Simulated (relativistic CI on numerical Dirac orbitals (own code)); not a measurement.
Calculated at this level of theory: Dirac-Coulomb-Breit CI, separate exchange-only KLI orbitals for each configuration, a model potential for QED, unscaled Slater integrals (own radial code, finite nucleus).

The strongest absorption lines from the ground level of an ion, among the configurations computed and to levels below about 716 eV (vacuum wavelength in Å, gf): 17.681 (3.6), 18.288 (0.2), 18.311 (0.46), 61.067 (2.6), 61.310 (0.43), 63.864 (0.59), 69.646 (1.8), 80.221 (0.23).

Which ion is it?
A. Tc XXV
B. Ag XXIX
C. Rh XXVII
D. Nb XXIII

C. Rh XXVII has 19 electrons and the ground level 3s2 3p6 3d 2D_3/2; the strongest line goes to 3s2 3p6 4f 2F°_5/2. The pattern of lines fixes the number of electrons, and along that sequence the line energies rise steadily with the charge (about as its square where n changes within one kind of shell, about linearly where n is kept but much faster in heavy ions where fine structure, which grows about as Z⁴, sets the gap, and irregularly where shells cross), which fixes Z. Configurations outside the model, such as inner-shell arrays, can give stronger lines. At this charge energies of transitions that change n are usually good to better than 1 %, and those within a shell (Δn = 0) to a few per cent.

LS names give the leading component of a level, which can be under half, so a name can repeat, a term be missing and a line seem to break the LS rules.
